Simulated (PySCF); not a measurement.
# Electron correlation in Sc (scandium, neutral)

[Ar] 3d1 4s2, 2D determinant. Calculation: PySCF 2.14, in Sapporo-DKH3-DZP-2012; scalar relativity by spin-free X2C-1e. Frozen: [Ne]; 11 electrons correlated.

MP2 pair energies summed by pair of shells (mhartree):

```csv
pair,energy,share (%)
3p-3p,-135.86,58.3
3p-4s,-23.15,9.9
3s-3p,-20.46,8.8
4s-4s,-19.44,8.3
3p-3d,-16.38,7.0
3d-4s,-6.78,2.9
3s-3s,-6.67,2.9
3s-3d,-3.01,1.3
3s-4s,-1.27,0.5
```

Total MP2 correlation energy: -233.01 mhartree.

Same-spin part -64.19 and opposite-spin part -168.82 mhartree; SCS-MP2 scales them by 1/3 and 6/5 to -223.98 mhartree.
